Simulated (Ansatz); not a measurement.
The same ligand exchange along the group Ti, Zr, Hf.

Calculated with Ansatz (gas phase, PBE0-D4/def2-TZVP geometries, no zero-point term in ΔE). CCSD(T)/CBS is the MP2 limit (def2-TZVPP, def2-QZVPP) plus CCSD(T) − MP2 in def2-TZVPP, frozen cores. This one scheme is used for every species. Functionals use def2-TZVPP. Elements past krypton have def2 core potentials. For Hf, Ti, Zr outer-core shells are correlated without core-valence functions, which leaves a few kJ/mol of doubt a bond. Scalar relativity is left out up to krypton. Each species was taken in one conformer, which may not be the lowest.

| reaction | ωB97M-V (kcal/mol) | PBE-D4 (kcal/mol) | CCSD(T)/CBS(def2) (kcal/mol) |
| --- | --- | --- | --- |
| `[SH][Ti]([Cl])([Cl])[Cl]` + HCl → `[Cl][Ti]([Cl])([Cl])[Cl]` + H₂S | -13.2 | -12.1 | -12.2 |
| `[SH][Zr]([Cl])([Cl])[Cl]` + HCl → `[Cl][Zr]([Cl])([Cl])[Cl]` + H₂S | -16.4 | -14.8 | -15.6 |
| `[SH][Hf]([Cl])([Cl])[Cl]` + HCl → `[Cl][Hf]([Cl])([Cl])[Cl]` + H₂S | -16.7 | -15.1 | -16.0 |

Largest T1 diagnostic: 0.026, for `[SH][Ti]([Cl])([Cl])[Cl]`, so its coupled-cluster energy is less sure.
